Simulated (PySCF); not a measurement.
# Gd(SH)3: from a saddle point downhill

PySCF 2.14.0, RKS PBE, Gd lcecp-1-SVP with ECP53, S def2-SVP, H def2-SVP; non-relativistic Hamiltonian with scalar-relativistic core potentials where named; density fitting; no spin-orbit coupling. Relaxed within the symmetry of its start, the geometry (C3v) is

```xyz
7

Gd    0.0000    0.0000   -0.3775
S     2.4315    0.0000    0.5626
H     2.0468    0.0000    1.8708
S    -1.2158    2.1058    0.5626
H    -1.0234    1.7726    1.8708
S    -1.2158   -2.1058    0.5626
H    -1.0234   -1.7726    1.8708
```

and its lowest harmonic modes are -286, -189, -189, 76, 85, 85 cm⁻¹ (negative: unstable). It was moved along the lowest mode and relaxed again, within the group C3 that the move left.

(1) Where does it end, and how much lower?

(2) How do the contacts change?

(3) Is the end a minimum?

An lcecp potential fixes the number of 4f electrons, so in runs with it no electron can move into or out of that shell.

State: singlet in the valence, with the 4f electrons in the core potential.

Results:

(1) In C3, 0.373 eV lower, after 28 steps:
```xyz
7

Gd    0.0000    0.0000    0.7985
S     2.5689   -0.4044    1.0029
H     2.8524    0.9317    1.0384
S    -0.9342    2.4269    1.0029
H    -2.2331    2.0044    1.0384
S    -1.6347   -2.0225    1.0029
H    -0.6193   -2.9361    1.0384
```

(2) 
```csv
contact,saddle (Å),end (Å)
Gd1–S2 (SH),2.607,2.609
Gd1–S4 (SH),2.607,2.609
Gd1–S6 (SH),2.607,2.609
```


(3) Yes, as far as the noise of the softest modes lets one tell (those above −25 cm⁻¹ count as noise); lowest modes 16, 63, 63, 181, 210, 210 cm⁻¹.
